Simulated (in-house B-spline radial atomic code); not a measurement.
A fraction x of an electron is removed from 5p in the promethium ion Pm⁺, starting from [Xe] 4f5 6s1 and keeping the highest spin. Level of theory: scalar-relativistic (X2C) LDA PW92, spin-polarised, spherical fractional occupations, Fermi nucleus of rms radius 4.962 fm; calculated with a B-spline radial code for spherical atoms.

```
   x  E(x) - E(0) (eV)  5p down level (eV)
   0            0.0000             -27.697
0.16            4.5641             -29.359
0.28            8.1630             -30.625
0.48           14.5016             -32.767
 0.5           15.1591             -32.984
0.57           17.4945             -33.744
0.66                 ?                   ?
0.84                 ?                   ?
0.91           29.6022             -37.493
   1           33.0219             -38.501
```

What belongs in the row x = 0.66?

An energy change of 20.5756 eV; 5p down at -34.727 eV.

What belongs in the row x = 0.84?

An energy change of 27.0049 eV; 5p down at -36.714 eV.

Check Janak's theorem between x = 0.16 and 0.28.

The slope of the energy is 29.99 eV; the orbital levels give 29.99 eV (-ε of the emptying orbital, averaged over the two points).
